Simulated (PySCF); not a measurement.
# A small calculation by hand: oscillator strength and radiative lifetime

CH₅Ge₂N, SMILES [CH]1=[N][GeH2][GeH2]1.

The structure is a stationary point at B3LYP-D3(BJ)/def2-SVP. The structure was generated by enumeration, and PubChem lists no compound with its InChIKey, so it may never have been made.

TDA-PBE/def2-SVPD in PySCF puts the first singlet state with f over 0.02 at 5.73 eV (vertical), with the transition dipole (0.408, 0.118, 0.000) in atomic units.

Task: Find the oscillator strength, the wavelength and the radiative lifetime that this transition would have in vacuum if emission retraced absorption.

Result: 
|μ|² = 0.1804 au, so |μ| = 1.08 D. ΔE = 5.73/27.211 = 0.2106 hartree. f = (2/3) ΔE |μ|² = 0.025 (the program prints 0.025).
λ = 1239.84/5.73 = 216 nm; ν = 46216 cm⁻¹.
Einstein's coefficient A = 0.6670 ν² f s⁻¹ (ν in cm⁻¹) = 3.6e7 s⁻¹, so τ = 1/A = 28 ns. This state is S7; the lower singlets have f = 0.001, 0.000, 0.011, 0.000, 0.019, 0.003. The figure is the radiative limit of this one transition; relaxation, internal conversion, crossing to triplets and a medium change what is measured.
